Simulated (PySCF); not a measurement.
Spectrum to structure. Method used: TDDFT CAM-B3LYP/def2-SVPD, vertical, gas phase, core orbitals frozen in the response (PySCF 2.14.0, density-fitted response routines). Geometries: PBE0-D3(BJ)/def2-SVP, one conformer each.

| state | E (eV) | λ (nm) | f |
| --- | --- | --- | --- |
| S1 | 4.09 | 303.3 | 0.0003 |
| S2 | 5.24 | 236.4 | 0.030 |
| S3 | 5.98 | 207.5 | 0.053 |
| S4 | 6.37 | 194.8 | 0.012 |
| S5 | 6.46 | 191.8 | 0.067 |
| S6 | 6.75 | 183.7 | 0.141 |
| S7 | 6.84 | 181.1 | 0.029 |
| S8 | 6.86 | 180.7 | 0.148 |
| S9 | 6.88 | 180.1 | 0.620 |
| S10 | 7.04 | 176.1 | 0.248 |

Triplets computed (Tamm–Dancoff): 3.47, 4.00, 4.42, 4.71 eV.

**Question.** Which candidate is it? All have the formula C7H8FNSi.
A. `C#C[Si@H](C)n1cccc1F`
B. `C=N[SiH2]c1cccc(F)c1`
C. `CC#Cc1c(F)ccn1[SiH3]`

**Answer.** B. Its S1, at 4.09 eV, is the lowest among the candidates; the nearest of the others has S1 at 5.16 eV. S1 is HOMO-1→LUMO (61%), HOMO-1→LUMO+1 (32%). Löwdin shares by element: HOMO carbon 64% or more (atoms not listed hold the other 36%); LUMO carbon 40% or more, nitrogen 18% (atoms not listed hold the other 42%). At the same level the other candidates give, for their lowest levels:
- `CC#Cc1c(F)ccn1[SiH3]`: 5.16 eV (f 0.370); 5.19 eV (f 0.000); 5.60 eV (f 0.004); 6.03 eV (f 0.036); 6.05 eV (f 0.000); T1 3.41 eV; HOMO -7.12, LUMO 0.72 eV
- `C#C[Si@H](C)n1cccc1F`: 5.69 eV (f 0.005); 5.88 eV (f 0.004); 5.92 eV (f 0.001); 6.19 eV (f 0.011); 6.21 eV (f 0.006); T1 4.16 eV; HOMO -7.40, LUMO 0.70 eV

The values belong to the conformer `[CH2:1]=[N:2][SiH2:3][c:4]1[cH:5][cH:6][cH:7][c:8]([F:9])[cH:10]1`: C1–N2–Si3–C4 128°, N2–Si3–C4–C5 15°.
